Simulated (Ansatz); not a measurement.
`C#[C][Zr]([Cl])([Cl])[Cl]` + H–F → `[F][Zr]([Cl])([Cl])[Cl]` + `C#C`  (ligand exchange at a Zr–C bond)

Gas-phase electronic energies from Ansatz, PBE0-D4/def2-TZVP geometries. CCSD(T)/CBS is the MP2 limit (def2-TZVPP, def2-QZVPP) plus CCSD(T) − MP2 in def2-TZVPP, frozen cores. This one scheme is used for every species. Functionals use def2-TZVPP. B3LYP here is the variant with VWN-RPA as its local correlation; programs differ in this. def2 core potentials past Kr. For Zr outer-core shells are correlated without core-valence functions, which leaves a few kJ/mol of doubt a bond.

Problem. Is it downhill or uphill in electronic energy at CCSD(T)/CBS, and by how much? (An estimate is asked.)

Solution. Computed: Downhill: ΔE = -34.1 kcal/mol.

Problem. What do these levels give: PBE0-D4, B3LYP-D4, r2SCANh-D4, r2SCAN0-D4, CAM-B3LYP-D4, B2PLYP, PBE-QIDH, r2SCANh, BHLYP, CCSD/def2-SVP, SCS-MP2/def2-TZVPP, SCS-MP2/def2-QZVPP? (Estimate.)

Solution. Ansatz gave: PBE0-D4 -35.0, B3LYP-D4 -36.3, r2SCANh-D4 -36.5, r2SCAN0-D4 -36.0, CAM-B3LYP-D4 -38.9, B2PLYP -36.3, PBE-QIDH -34.4, r2SCANh -36.9, BHLYP -38.0, CCSD/def2-SVP -38.6, SCS-MP2/def2-TZVPP -33.1, SCS-MP2/def2-QZVPP -33.8 kcal/mol.

Largest T1 diagnostic among the species: 0.016.

From r2SCAN to r2SCAN0 (25 % exact exchange), in def2-TZVPP and without D4, ΔE moves by +0.9 kcal/mol. Leaving LDA and LC-ωPBE aside and taking each functional with its dispersion term where it has one, the values spread over 4.6 kcal/mol, from CAM-B3LYP-D4 to PBE-QIDH. In def2-TZVPP, CCSD(T) changes the Hartree–Fock value by +4.6 kcal/mol (the triples alone add +1.0 kcal/mol) and MP2 by +6.1 kcal/mol.
